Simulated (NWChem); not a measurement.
Molecule: SeCl2, triplet; SMILES of the neutral closed-shell parent [Se](Cl)Cl

```xyz
3

Se     0.0000     0.0000     0.2760
Cl    -2.2025     0.0000    -0.2760
Cl     2.2025     0.0000    -0.2760
```
Atoms are numbered in this order, from 1.

In the optimisation the excess spin sits in a' and a" (Cs, its own frame). All runs use the structure optimised with PBE0/def2-SVP, spin-unrestricted. The spin multiplicity was typed, not searched, and may not be the lowest. No stability test was run on the SCF state. B3LYP is NWChem's, with the RPA form of VWN correlation.

Symmetry labels are those of C2v in the frame above (b1 and b2, or b-type labels, depend on it).

List the 4 lowest vertical excitations from B3LYP/def2-SVPD, spin-unrestricted, TDA (NWChem).


| state | energy (eV) | oscillator strength | symmetry of the excitation | <S²> |
|---|---|---|---|---|
| state 1 | 2.00 | 0.000 | a1 | 2.01 |
| state 2 | 2.47 | 0.000 | b1 | 2.01 |
| state 3 | 2.52 | 0.001 | b2 | 2.01 |
| state 4 | 2.63 | 0.009 | a2 | 2.01 |
